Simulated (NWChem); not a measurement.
System: CH$_{3}$IOTe; SMILES CO[Te]I

```xyz
7

Te     0.6181     1.0278    -0.0271
I     -0.0557    -1.6039     0.0113
O     -1.0943     1.8337     0.5698
C     -2.1671     1.8710    -0.3396
H     -2.5331     0.8585    -0.5896
H     -2.9834     2.4176     0.1593
H     -1.9137     2.3935    -1.2796
```
Atoms are numbered in this order, from 1.

All runs use the structure optimised with PBE0/def2-SVP. No frequency run checked for a minimum. def2 effective core potentials on Te, I; no spin-orbit coupling.

Q: List the 4 lowest vertical singlet excitations from PBE/def2-SVPD with def2 effective core potentials on Te, I, TDA (NWChem).

A: 
| state | energy (eV) | oscillator strength | leading excitation (squared amplitude) |
|---|---|---|---|
| S1 | 2.05 | 0.002 | HOMO → LUMO (0.99) |
| S2 | 2.69 | 0.000 | HOMO → LUMO+1 (0.98) |
| S3 | 3.58 | 0.004 | HOMO−1 → LUMO (0.86) |
| S4 | 3.67 | 0.009 | HOMO−2 → LUMO (0.80) |
